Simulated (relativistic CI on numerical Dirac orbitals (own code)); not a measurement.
A reference radial Dirac CI calculation of Rh¹³⁺ gave the lowest total energy -4720.69196 Ha in 20 SCF steps, from this input:

```
atom Rh  Z=45  charge=13  electrons=32
nucleus A=103  rms_radius_fm=4.4945
hamiltonian dirac-coulomb  breit=on  qed=on  c_scale=1
orbitals kli  potential=per-configuration
slater_scale 1
correlation none
mixing on
grid step=0.0125 r_max=10.6
scf mixing=0.4 start=green max_iterations=150 tolerance=2e-08 node_fill=0.05
configurations
  [Ar] 3d10 4s2 4p2
  [Ar] 3d10 4s 4p3
end
```

One setting was then changed (and the iteration limit cut to 51), and the output read:

```
SCF 1: [Ar] 3d10 4s2 4p2
 iter      energy (Ha)   residual   last orbital (Ha)
    1     -4656.273420   4.44e+00    -18.09021
    2     -4709.288361   2.20e+00    -14.22202
    3     -4725.247064   1.97e-01    -11.19593
    4     -4725.457338   1.60e-01    -11.26883
    5     -4725.537458   4.00e-03    -11.04428
    6     -4725.537577   9.38e-04    -11.04212
    7     -4725.537606   1.77e-04    -11.04074
    8     -4725.537606   9.51e-06    -11.04086
    9     -4725.537606   3.35e-06    -11.04086
   10     -4725.537606   5.69e-09    -11.04086
SCF 2: [Ar] 3d10 4s 4p3
 iter      energy (Ha)   residual   last orbital (Ha)
    1     -4654.505417   4.45e+00    -18.09021
    2     -4707.853585   2.20e+00    -14.18667
    3     -4723.840362   1.96e-01    -11.14056
    4     -4724.053539   1.57e-01    -11.21753
    5     -4724.129058   3.67e-03    -10.99385
    6     -4724.129130   8.64e-04    -10.99222
    7     -4724.129165   1.61e-04    -10.99079
    8     -4724.129166   1.07e-05    -10.99092
    9     -4724.129166   4.88e-06    -10.99092
   10     -4724.129166   6.42e-09    -10.99092
orbital energies (Ha): 3s -32.7349  3p1/2 -29.1750  3p3/2 -28.2452  3d3/2 -21.9758  3d5/2 -21.7906  4s -12.4714  4p1/2 -11.2475  4p3/2 -11.0409
configuration averages (Ha): Dirac-Coulomb, Breit, QED
  4s2 4p2                      -4725.537606    3.055261    2.055806
  4s 4p3                       -4724.129166    3.056156    2.051349
levels: no., configuration, term, J, E (cm-1), weight
   1 4s 4p3                 5S*  2                0.0  1.00
   2 4s2 4p2                3P   0           167529.3  0.99
   3 4s2 4p2                3P   1           186961.8  1.00
   4 4s2 4p2                3P   2           213311.4  0.97
   5 4s2 4p2                1D   2           340951.0  0.97
   6 4s 4p3                 3D*  1           447795.2  0.98
   7 4s 4p3                 3D*  2           448149.3  0.97
   8 4s 4p3                 3D*  3           454844.4  1.00
   9 4s2 4p2                1S   0           545366.3  0.99
  10 4s 4p3                 3P*  0           587334.5  1.00
  11 4s 4p3                 3P*  1           590308.8  0.98
  12 4s 4p3                 3P*  2           595284.0  0.96
  13 4s 4p3                 1D*  2           952384.5  1.00
  14 4s 4p3                 3S*  1           990927.2  0.94
lowest total energy -4721.655266 Ha
end: converged
```

(1) Which setting was changed?
A. speed of light
B. charge
C. configuration list
D. Slater scale

## Answers

(1) D. The Slater scale 5. This setting is bad on purpose; its numbers may not be properties of the ion.
